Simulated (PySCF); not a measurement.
**Sc⁺: excitation energy**

Sc⁺ [Ar] 3d1 4s1 (3D) → Sc⁺ [Ar] 3d2 (3F), as a difference of total energies. Computed with PySCF 2.14 in aug-cc-pwCVTZ (10s9p7d4f3g, 127 functions), with no relativity, point nucleus. Correlated levels: valence: [Ar] frozen; valence and next inner shell: [Ne] frozen; nothing frozen. The calculations carry no spin-orbit coupling.

```
                                method  excitation energy (cm⁻¹)
                                   UHF                    6058.5
                                   LDA                    1441.0
                                   PBE                    757.21
                                  PBE0                    1162.6
                                r2SCAN                   -102.77
                                revPBE                    282.57
                                  PW91                    518.19
                                M06-2X                    3637.3
                         MP2 (valence)                    5526.7
                     SCS-MP2 (valence)                    5881.2
    MP2 (valence and next inner shell)                    4286.5
SCS-MP2 (valence and next inner shell)                    4543.1
                   MP2 (all electrons)                    4279.6
               SCS-MP2 (all electrons)                    4558.1
```

Question: How much does correlation contribute at MP2 (all electrons)?

Answer: 4279.6 − (6058.5) = -1778.9 cm⁻¹, measured against UHF.

These non-relativistic numbers lack the scalar-relativistic shift.

Errors of the correlated levels include the incompleteness of this basis and the frozen core.

For comparison: 4803.5 cm⁻¹ (measured; NIST levels, between the centres of gravity of the two terms).
